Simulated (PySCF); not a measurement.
# RuOF, doublet: data card

All numbers come from PySCF, UPBE0, basis Ru def2-TZVP with ECP28, O def2-TZVP, F def2-TZVP (scalar-relativistic core potentials, no spin–orbit coupling, density fitting).

The structure is a minimum.

```json
{
 "Point group": "Cs",
 "Bond lengths": "Ru–F 1.826 Å, Ru–O 1.611 Å",
 "Bond angles": "F–Ru–O 157.1°",
 "Highest occupied level (α)": "-6.94 eV",
 "Principal quadrupole moments (Buckingham, traceless) about the centre of mass": "-6.67, 3.30, 3.37 D Å",
 "Zero-point energy": "11.3 kJ/mol",
 "Principal polarisabilities": "30.6, 32.9, 44.3 bohr³",
 "Entropy at 298.15 K and 1 bar (electronic part: spin only)": "280.8 J/(mol K)",
 "Lowest empty level (β)": "-3.82 eV",
 "Enthalpy at 298.15 K above 0 K": "12.05 kJ/mol",
 "Rotational constants": "5.721, 0.168, 0.1632 cm⁻¹",
 "Rotational symmetry number": "1",
 "Heat capacity Cp at 298.15 K": "46.3 J/(mol K)",
 "Dipole moment": "0.81 D",
 "Atomisation energy without zero-point energy": "872 kJ/mol",
 "Spin squared ⟨S²⟩": "0.842"
}
```

Harmonic modes (masses in u: Ru 101.904, O 15.995, F 18.998):
| symmetry | ω (cm⁻¹) | IR (km/mol) | type |
| --- | --- | --- | --- |
| a' | 142 | 9.0 | bend |
| a' | 662 | 116 | stretch |
| a' | 1079 | 196 | stretch |

Charges (e):
| atom | Mulliken | Löwdin | polar tensor | spin (Mulliken) | Mayer order to Ru1 |
| --- | --- | --- | --- | --- | --- |
| Ru1 | 0.96 | 0.49 | 1.26 | 0.88 | – |
| O2 | -0.47 | -0.19 | -0.62 | 0.14 | 2.18 |
| F3 | -0.49 | -0.30 | -0.65 | -0.02 | 0.77 |

Mulliken populations on Ru1 (electrons outside its core potential): s 2.50, p 6.12, d 6.39, f 0.03.

Outer orbital energies (eV). α occupied: -13.28, -13.13, -11.71, -11.67, -11.63, -8.20, -8.19, -6.94; empty: -3.74, -3.47, -0.06, 0.12. β occupied: -14.38, -13.19, -13.10, -11.70, -11.63, -11.20, -7.75, -7.72; empty: -3.82, -3.55, -3.22, 0.61.

Formally Ru is in oxidation state +3, d5, with 1 unpaired electron (the high-spin count would be 5). The Mulliken spin on Ru is 0.88. The polar-tensor charge on Ru, 1.26, is far below the formal one.

Only a few start shapes were tried, so a lower isomer may exist. Other spin states or occupations of the open shell can lie lower.

The final relaxation and frequency run took of the order of 2.1 core-minutes on a shared host.
